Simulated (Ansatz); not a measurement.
`C[Se][SnH]([Cl])[Cl]` + `[SiH3][SeH]` → `C[Se][Se][SiH3]` + `[Cl][SnH2][Cl]` at 400 K and 1 bar (ligand exchange at the Se–Sn bond).

Calculated with Ansatz (gas phase, PBE0-D4/def2-TZVP geometries, no zero-point term in ΔE). CCSD(T)/CBS is the MP2 limit (def2-TZVPP, def2-QZVPP) plus CCSD(T) − MP2 in def2-TZVPP, frozen cores. def2 core potentials past Kr. For Se, Sn outer-core shells are correlated without core-valence functions, which leaves a few kJ/mol of doubt a bond. Scalar relativity is left out up to krypton. Each species was taken in one conformer, which may not be the lowest.

| species | CCSD(T)/CBS energy (Eh) | H − E (kJ/mol) | S (J/(mol·K)) |
| --- | --- | --- | --- |
| `C[Se][SnH]([Cl])[Cl]` | -3574.86900 | 164.0 | 458.5 |
| `[SiH3][SeH]` | -2692.20088 | 107.1 | 307.6 |
| `C[Se][Se][SiH3]` | -5132.18229 | 202.8 | 414.6 |
| `[Cl][SnH2][Cl]` | -1134.85982 | 65.8 | 337.1 |

H − E and S are ideal-gas, rigid-rotor, harmonic terms from PBE0-D4/def2-TZVP, for one conformer and one mirror image of each species. 1 Eh = 2625.50 kJ/mol, R = 8.31446 J/(mol·K).

Problem. By hand: ΔE, ΔH, ΔS and ΔG.

Solution. ΔE = (-5132.18229) + (-1134.85982) − (-3574.86900) − (-2692.20088) = 0.02777 Eh = 72.9 kJ/mol. Δ(H − E) = 202.8 + 65.8 − 164.0 − 107.1 = -2.5, so ΔH = 70.4 kJ/mol. ΔS = 414.6 + 337.1 − 458.5 − 307.6 = -14.4 J/(mol·K). ΔG = 70.4 − 400 × (-14.4)/1000 = 76.2 kJ/mol.

Problem. By hand: the equilibrium constant, and the temperature at which ΔG would vanish if ΔH and ΔS stayed fixed.

Solution. log₁₀ K = −ΔG/(RT ln 10) = -10.0. ΔH and −TΔS have one sign here, so there is no such temperature.

The number of gas molecules stays the same, so ΔS is small and ΔH decides. A doubt of 5 kJ/mol in ΔE shifts log₁₀ K by 0.7 here. Other conformers and mirror images would add mixing entropy, several J/(mol·K) or more a flexible species. Modes under 60 cm⁻¹, often nearly free rotors, make the harmonic entropy too high. These are equilibria of isolated gas molecules and say nothing of rates. Largest T1 diagnostic: 0.011 (customary marks: 0.02 for closed shells, 0.045 for open ones).
